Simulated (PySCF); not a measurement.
## Vibration and rotation of SeO

UHF constants of SeO, ³Σ⁻ (triplet), unpaired electrons π ↑↑ (basis Se pcseg-1, O pcseg-1; no relativity; PySCF 2.14; masses 79.9165 and 15.9949 u):

```
ωe              : 1043.8 cm⁻¹
ωexe            : 4.65 cm⁻¹
Be              : 0.48009 cm⁻¹
αe              : 0.00246 cm⁻¹
D (centrifugal) : 4.06e-07 cm⁻¹
De to Se + O    : 0.75 eV
```

**Question.** Give the vibrational terms G(v) and spacings up to v = 3.

**Answer.** G(v) = ωe(v+½) − ωexe(v+½)².

```json
{"v": "0", "G(v) (cm⁻¹)": "521", "G(v) − G(v−1)": "", "Bv (cm⁻¹)": "0.4789"}
{"v": "1", "G(v) (cm⁻¹)": "1555", "G(v) − G(v−1)": "1034", "Bv (cm⁻¹)": "0.4764"}
{"v": "2", "G(v) (cm⁻¹)": "2580", "G(v) − G(v−1)": "1025", "Bv (cm⁻¹)": "0.4739"}
{"v": "3", "G(v) (cm⁻¹)": "3596", "G(v) − G(v−1)": "1016", "Bv (cm⁻¹)": "0.4715"}
```

Spin–orbit coupling is left out. Hartree–Fock leaves out correlation, which carries a large part of most bond energies and some tenths to 1 eV of ionisation energies. The state is the lowest determinant that a PBE0 search found; another state may lie lower at other levels.
